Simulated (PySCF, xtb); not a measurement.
Si(Me)2(NMe2)2 (C6H18N2Si), SMILES [Si](N(C)C)(C)(C)N(C)C. The values are those of a single conformer.

Harmonic wavenumbers (cm⁻¹) from xtb with GFN2-xTB at its own minimum, in rising order: 35, 45, 89, 110, 128, 144, 148, 167, 186, 188, 196, 200, 205, 262, 275, 299, 334, 371, 399, 593, 689, 723, 745, 785, 824, 841, 858, 1025, 1038, 1054, 1057, 1090, 1093, 1125, 1127, 1203, 1211, 1291, 1308, 1373, 1378, 1412, 1416, 1423, 1425, 1477, 1480, 1484, 1488, 1496, 1500, 1503, 1504, 1505, 1508, 1512, 1516, 2866, 2880, 2883, 2883, 2924, 2931, 2936, 2941, 3036, 3043, 3049, 3051, 3052, 3053, 3057, 3057, 3059, 3065.

### Question
What does B3LYP-D3(BJ)/def2-SVP in PySCF give at its own minimum? (The exact figures need the calculation; the answer reports its results.)

### Answer
44, 64, 75, 101, 159, 185, 191, 193, 203, 216, 226, 227, 236, 289, 297, 325, 355, 388, 391, 570, 659, 675, 702, 742, 784, 839, 850, 1010, 1021, 1090, 1090, 1118, 1118, 1169, 1170, 1235, 1243, 1269, 1272, 1317, 1318, 1428, 1431, 1432, 1433, 1439, 1442, 1456, 1457, 1461, 1464, 1465, 1466, 1482, 1483, 1505, 1507, 2942, 2942, 2949, 2952, 2993, 2994, 3002, 3003, 3024, 3026, 3108, 3109, 3109, 3111, 3117, 3117, 3127, 3127. Paired by order, the mean absolute difference is 35 cm⁻¹ and the zero-point energies are 148.1 and 149.4 kcal/mol.
